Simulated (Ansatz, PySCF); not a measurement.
Torsion H4–S1–Si2–Cl3 in ClHSSi (SMILES S[Si]Cl); at each angle all else is relaxed with GFN2-xTB, and the levels are single points there.
Geometry at 180° (charge 0, multiplicity 1):
| atom | x (Å) | y (Å) | z (Å) |
|---|---|---|---|
| S | -1.2210 | 0.5228 | 0.4754 |
| Si | 0.7777 | 0.8211 | -0.3533 |
| Cl | 1.3313 | 2.4940 | 0.6777 |
| H | -1.4829 | -0.5609 | -0.2439 |

On the grid 0° to 330°, 270° is the highest and 180° the lowest point at CCSD(T)/CBS(cc-pV(T+d)Z, cc-pV(Q+d)Z).

Frozen-core correlation. CBS: X⁻³ extrapolation of the correlation energy, Hartree–Fock from the larger set.

Codes used: Ansatz (Gaussian basis) for Hartree–Fock, density functionals and correlated methods; PySCF for the dispersion terms. Each number belongs to the level named beside it.

PBE/def2-TZVPP gives 11.95 kcal/mol for the energy at 270° less that at 180°.

Problem. Where do these levels fall relative to PBE: PBE-D3(BJ)/def2-TZVPP, r2SCAN/def2-TZVPP, B3LYP/def2-TZVPP, wB97M-V/def2-TZVPP, MP2/CBS(cc-pV(T+d)Z, cc-pV(Q+d)Z), CCSD(T)/CBS(cc-pV(T+d)Z, cc-pV(Q+d)Z).

Solution. PBE-D3(BJ)/def2-TZVPP -0.02; r2SCAN/def2-TZVPP 0.69; B3LYP/def2-TZVPP -0.25; wB97M-V/def2-TZVPP -0.57; MP2/CBS(cc-pV(T+d)Z, cc-pV(Q+d)Z) -0.17; CCSD(T)/CBS(cc-pV(T+d)Z, cc-pV(Q+d)Z) -0.60 kcal/mol. 1 of 6 lie above PBE; the widest gap is to r2SCAN/def2-TZVPP.

Ansatz is a quantum-chemistry and plane-wave program.
